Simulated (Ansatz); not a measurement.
`NB(N)O`. Total charge 0; spin multiplicity 1. Geometry: relaxed with PBE0-D4/def2-TZVP. It is one conformer, not always the lowest.

```xyz
9

N    -0.579    1.071   -0.297
B     0.199   -0.046    0.118
N    -0.185   -1.375   -0.182
O     1.372    0.106    0.836
H    -0.335    2.023   -0.099
H    -1.431    0.980   -0.818
H     0.373   -2.153    0.117
H    -1.010   -1.625   -0.692
H     1.597    1.018    1.017
```

(1) What is the dipole moment at r2SCAN/def2-TZVPP? (Best estimate.)

(2) And with PBE, B3LYP, ωB97M-V? (Best estimate.)

(3) Give the Mulliken charges with r2SCAN, PBE, B3LYP in def2-TZVPP. (Estimate.)

Answers

(1) The calculation gave: 1.80 D, with components (-1.21, 1.15, -0.67) D in this frame, pointing from negative to positive charge.

(2) The calculation gave: PBE 1.77 D, B3LYP 1.82 D, ωB97M-V 1.82 D.

(3) Ansatz gave: 
```tsv
atom	r2SCAN	PBE	B3LYP
N1	-0.42	-0.35	-0.35
B2	0.41	0.26	0.33
N3	-0.42	-0.36	-0.36
O4	-0.38	-0.32	-0.35
H5	0.15	0.14	0.13
H6	0.16	0.15	0.14
H7	0.18	0.17	0.16
H8	0.15	0.14	0.13
H9	0.19	0.17	0.17
```

B3LYP here is the variant with VWN-RPA as its local correlation; programs differ in this.
